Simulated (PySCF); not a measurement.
C5H8BF3.
Numbering: `[CH3:1][BH:2][CH2:3]/[CH:4]=[CH:5]/[C:6]([F:7])([F:8])[F:9]` (hydrogens: H10, H11, H12 on C1; H13 on B2; H14, H15 on C3; H16 on C4; H17 on C5)

Cartesian coordinates in Å at the GFN2-xTB level; atoms count from 1:
```xyz
17
C5H8BF3 angstrom
C      3.0988    0.4007   -0.0595
B      1.6136    0.1953   -0.5114
C      0.6481   -0.7195    0.3527
C     -0.7952   -0.4950    0.0995
C     -1.6442   -0.0026    0.9916
C     -3.0817    0.2557    0.6979
F     -3.4029    1.5597    0.8340
F     -3.9013   -0.4081    1.5393
F     -3.4537   -0.0949   -0.5419
H      3.7976    0.2976   -0.8880
H      3.2164    1.4280    0.2892
H      3.4251   -0.2511    0.7471
H      1.2223    0.7053   -1.4903
H      0.8607   -0.6418    1.4199
H      0.8944   -1.7456    0.0570
H     -1.1468   -0.7268   -0.8973
H     -1.3581    0.2551    2.0000
```

Vertical excitations from PySCF (density fitting, frozen core in the response, grid level 2 and gas phase unless stated; continuum runs use non-equilibrium linear response for the excitations) on a GFN2-xTB geometry. Reference run:

```tsv
settings	S1, eV (f)	S2, eV (f)	S3, eV (f)	S4, eV (f)	S5, eV (f)	S6, eV (f)	T1, eV (Tamm–Dancoff)	mean α (au)
PBE0/def2-SVPD, full TDDFT, 6 singlets	5.31 (0.000)	6.25 (0.001)	6.97 (0.022)	7.00 (0.470)	7.32 (0.000)	7.77 (0.003)	4.34	78.8
```

Problem. What do these settings give: LDA/def2-SVPD, grid level 3, energy threshold 1e-06 Eh, full TDDFT, 25 singlets?

Solution. 
| settings | S1, eV (f) | S2, eV (f) | S3, eV (f) | S4, eV (f) | S5, eV (f) | S6, eV (f) | T1, eV (Tamm–Dancoff) | mean α (au) |
| --- | --- | --- | --- | --- | --- | --- | --- | --- |
| LDA/def2-SVPD, grid level 3, energy threshold 1e-06 Eh, full TDDFT, 25 singlets | 4.40 (0.000) | 5.67 (0.001) | 6.04 (0.002) | 6.27 (0.182) | 6.47 (0.151) | 6.67 (0.000) | – | 84.0 |

S1 moves by -0.91 eV (LDA has no exact exchange, PBE0 25 % exact exchange). States are counted by energy in each run and needn't keep their character from row to row.

Problem. Which orbital pairs make up S1 in each run, and how does it sit against the orbital gap?

Solution. 
```csv
settings,S1 configurations (weight),S1 (eV),orbital gap (eV),S1 − gap (eV)
"PBE0/def2-SVPD, full TDDFT, 6 singlets",H→L 0.96,5.31,6.66,-1.35
"LDA/def2-SVPD, grid level 3, energy threshold 1e-06 Eh, full TDDFT, 25 singlets",H→L 1.00,4.40,4.32,+0.08
```

One conformer stands for the species.
